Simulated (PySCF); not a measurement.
**Static response to an electric field**

Species: C₈H₁₆Si.
Geometry (PBE0-D3(BJ)/def2-SVP, Å), atoms numbered from 1 in this order:
```
atom  x, y, z in Å
C1    -3.379    1.749    0.035
C2    -2.376    0.930    0.367
C3    -1.938   -0.270   -0.384
C4    -1.615   -1.562    0.425
C5    -0.480   -2.188   -0.425
Si6   -0.159   -0.437   -1.077
C7     1.125    0.533   -0.099
C8     2.569    0.118   -0.378
C9     3.591    0.909    0.426
H10   -3.615    2.634    0.632
H11   -3.997    1.564   -0.850
H12   -1.792    1.163    1.269
H13   -2.648   -0.504   -1.195
H14   -1.229   -1.278    1.419
H15   -2.488   -2.212    0.601
H16    0.289   -2.746    0.127
H17   -0.884   -2.842   -1.214
H18    0.065   -0.234   -2.546
H19    0.897    0.416    0.975
H20    0.985    1.607   -0.321
H21    2.690   -0.959   -0.164
H22    2.784    0.230   -1.455
H23    3.425    0.788    1.508
H24    4.620    0.585    0.207
H25    3.524    1.986    0.202
```

Level: wB97X-D/def2-SVPD (PySCF), static field, nuclei fixed, core orbitals frozen in the response. The polarisability tensor in these axes (au):

```
x   143.29  -8.31  -0.92
y    -8.31 122.57   1.86
z    -0.92   1.86 105.62
```

Problem. Diagonalise the tensor; give its mean and Δα, where Δα² is half the sum of the squared differences of the eigenvalues.

Solution. Principal values 105.42, 119.80 and 146.26 au; mean 123.83 au = 18.35 Å³ = 20.42 × 10⁻⁴⁰ C²·m²/J; Δα = 35.89 au (29 % of the mean).

Problem. What is the dipole moment, and where does it point?

Solution. (0.83, -0.33, 0.19) D, 0.91 D in size, pointing from the negative to the positive side. Measured along this direction, the outermost atoms are H11 at the negative end and H24 at the positive end.

Problem. How large is μ²/3kT at 500 K beside α?

Solution. In Gaussian units μ²/3kT = 4.01 Å³ against 18.35 Å³, a ratio of 0.22; the Debye molar polarisation (4π/3)N_A(α + μ²/3kT) is 56.4 cm³/mol, leaving out the vibrational part.

Problem. Find the Langevin capture rate constant for O2+ (31.990 u) meeting this molecule (140.102 u), k = 2.342 × 10⁻⁹ cm³/s × √(α in Å³ / reduced mass in u).

Solution. The reduced mass is 26.04 u, so k = 1.97 × 10⁻⁹ cm³/s. The formula leaves out the permanent dipole, which adds to the capture rate.

Problem. Molar refractivity from α?

Solution. Lorentz–Lorenz: R = (4π/3)N_A α = 2.5225 cm³/(mol·Å³) × 18.35 Å³ = 46.3 cm³/mol, in the limit of long wavelengths.

Problem. Form Σ f/ω² (atomic units) for the 10 lowest TDDFT singlets, given as eV and f, and set it beside the mean polarisability, which is this sum over all singlets: 6.43, 0.3811; 6.63, 0.1037; 7.16, 0.0075; 7.21, 0.0347; 7.49, 0.0314; 7.66, 0.0329; 7.84, 0.0085; 7.90, 0.0475; 7.93, 0.0005; 8.03, 0.0305.

Solution. They add up to 11.02 au, 8.9 % of the 123.83 au; the largest single term is 6.82 au, from the state at 6.43 eV. Terms in order: 6.82, 1.75, 0.11, 0.49, 0.41, 0.41, 0.10, 0.56, 0.01, 0.35 au. Higher excitations give the rest. The strengths listed sum to 0.678.

Problem. Give the principal axes and the span of the nuclei along them.

Solution. Largest value along (0.94, -0.33, -0.04), where the nuclei span 8.46 Å; middle along (0.34, 0.94, 0.10), 6.14 Å; least along (0.00, -0.11, 0.99), 4.05 Å. The response follows the extents in order.

Isolated species at its PBE0-D3(BJ)/def2-SVP geometry (one conformer only).
